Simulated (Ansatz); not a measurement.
Consider the substitution at a C–N bond: `CN(C)[SiH](N)F` + `N=CF` → `C/N=C\F` + `CN[SiH](N)F`.

Computed with Ansatz on PBE0-D4/def2-TZVP structures; ΔE is electronic, products minus reactants. CCSD(T)/CBS adds triple-zeta CCSD(T) − MP2 to the extrapolated MP2 energy (def2 sets, frozen cores). This one scheme is used for every species. DFT in def2-TZVPP. One conformer a species, not always the lowest.

Is it downhill or uphill in electronic energy at CCSD(T)/CBS, and by how much? (Best estimate.)

Ansatz gave: Downhill: ΔE = -7.4 kJ/mol.

What do these levels give: r2SCAN-D4, PBE0-D4, ωB97M-V, PBE, PBE0, MP2/def2-TZVPP, SCS-MP2/def2-TZVPP, CCSD/def2-TZVPP, HF/def2-QZVPP, SCS-MP2/def2-QZVPP, HF/CBS(def2), MP2/CBS(def2)? (An estimate is asked.)

Ansatz gave: r2SCAN-D4 -9.8, PBE0-D4 -7.6, ωB97M-V -6.0, PBE -12.9, PBE0 -11.3, MP2/def2-TZVPP -5.1, SCS-MP2/def2-TZVPP -7.2, CCSD/def2-TZVPP -6.6, HF/def2-QZVPP -13.1, SCS-MP2/def2-QZVPP -8.1, HF/CBS(def2) -13.0, MP2/CBS(def2) -6.6 kJ/mol.

Largest T1 diagnostic among the species: 0.013.

The D4 term adds +6.4 kJ/mol with B3LYP and +3.7 kJ/mol with PBE0; it sums over pairs of atoms, weighted by their polarisabilities, and B3LYP, whose exchange is more repulsive, gets the larger term. In def2-TZVPP, CCSD(T) changes the Hartree–Fock value by +7.4 kJ/mol (the triples alone add +0.8 kJ/mol) and MP2 by +8.1 kJ/mol.

B3LYP here is the variant with VWN-RPA as its local correlation; programs differ in this.
